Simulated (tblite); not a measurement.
C5H3FN2S (charge +1 and doublet state).
Cartesian coordinates in Å at the GFN2-xTB level; atoms count from 1:
```xyz
12
C5H3FN2S angstrom
C      2.1543    0.5775   -1.2803
C      0.9879    0.2772   -0.6919
F     -0.1439    0.1915   -1.3646
S      0.8548   -0.0323    1.0354
C     -0.9389   -0.3720    1.2419
C     -1.7374    0.7889    0.8782
N     -2.3483    1.7077    0.6055
C     -1.3536   -1.5235    0.4548
N     -1.6617   -2.4317   -0.1553
H      2.1973    0.7590   -2.3446
H      3.0691    0.6467   -0.7166
H     -1.0786   -0.5896    2.3112
```

Level: GFN2-xTB in tblite, geometry and Hessian alike; calculated harmonic values, unscaled, isolated species. Against measured fundamentals such values can be off by several per cent, at times by over 20. One conformer, not necessarily the lowest. Open shells enter through the occupations alone, without spin polarisation, and single modes of such species can be off by tens of per cent.

Harmonic wavenumbers (cm⁻¹): 51.2, 64.7, 96.2, 123.9, 165.2, 208.5, 317.2, 364.2, 395.7, 427.9, 441.9, 505.9, 535.1, 608.9, 635.8, 691.7, 890.3, 910.4, 916.9, 990.2, 1084.5, 1138.2, 1141.0, 1309.1, 1534.9, 2402.8, 2423.8, 2895.6, 3081.7, 3135.9.

A = 1863, B = 1186, C = 1058 MHz; mass 142.000 u (most abundant isotopes); point group Cs, symmetry number 1; spin multiplicity 2.

Problem. What is the zero-point energy?

Solution. ½Σν̃ = 14745 cm⁻¹ = 42.16 kcal/mol.

Problem. Entropy at 298.15 K, 1 bar (ideal gas, RRHO, classical rotation)?

Solution. Translation 40.79, rotation 29.31, vibration 28.37, spin (R ln 2) 1.38: S = 99.8 cal/(mol K).

Problem. And Cp and H(298.15 K) − H(0)?

Solution. Cp = 35.04 cal/(mol K), of which vibrations give 27.09 (their classical limit is 30 R = 59.6); H(298.15 K) − H(0) = 6.74 kcal/mol without the zero-point energy, 4.37 from vibrations.

Problem. What must be added to the electronic energy to get the Gibbs energy at 298.15 K and 1 bar?

Solution. ZPE + [H(298.15 K) − H(0)] − T·S = 42.16 + 6.74 − 29.77 = 19.13 kcal/mol.

Problem. How do the functions run with temperature in this model?

Solution. 
```json
{"T (K)": "50", "S (cal/(mol K))": "60.6", "Cp (cal/(mol K))": "13.6", "H − H(0) (kcal/mol)": "0.51", "G − H(0) (kcal/mol)": "-2.52", "ln q(vib)": "0.53"}
{"T (K)": "100", "S (cal/(mol K))": "71.6", "Cp (cal/(mol K))": "18.6", "H − H(0) (kcal/mol)": "1.32", "G − H(0) (kcal/mol)": "-5.84", "ln q(vib)": "1.80"}
{"T (K)": "373.15", "S (cal/(mol K))": "108.2", "Cp (cal/(mol K))": "39.5", "H − H(0) (kcal/mol)": "9.54", "G − H(0) (kcal/mol)": "-30.84", "ln q(vib)": "8.72"}
{"T (K)": "500", "S (cal/(mol K))": "120.6", "Cp (cal/(mol K))": "45.1", "H − H(0) (kcal/mol)": "14.93", "G − H(0) (kcal/mol)": "-45.37", "ln q(vib)": "11.63"}
{"T (K)": "750", "S (cal/(mol K))": "140.3", "Cp (cal/(mol K))": "52.1", "H − H(0) (kcal/mol)": "27.16", "G − H(0) (kcal/mol)": "-78.10", "ln q(vib)": "16.74"}
{"T (K)": "1000", "S (cal/(mol K))": "156.0", "Cp (cal/(mol K))": "56.4", "H − H(0) (kcal/mol)": "40.77", "G − H(0) (kcal/mol)": "-115.20", "ln q(vib)": "21.16"}
```

q(vib) and H(0) count from the zero-point level.

Problem. Which modes carry the vibrational entropy at 298.15 K?

Solution. 51.2 cm⁻¹: 4.77; 64.7 cm⁻¹: 4.31; 96.2 cm⁻¹: 3.53; 123.9 cm⁻¹: 3.04; 165.2 cm⁻¹: 2.49; 208.5 cm⁻¹: 2.06 cal/(mol K); the other 24 give 8.17 together.

Problem. Blend soft modes into free rotors: weight 1/[1 + (100 cm⁻¹/ν̃)⁴] for the oscillator and the rest for a rotor with moment μB/(μ + B), μ = h/(8π²ν), B = 10⁻⁴⁴ kg m². What vibrational entropy results?

Solution. 25.87 cal/(mol K) in place of 28.37, which changes −T·S at 298.15 K by +0.74 kcal/mol.

Hindered rotation and anharmonicity are outside this model. Other conformers, if any are populated, would add a mixing term that is left out.
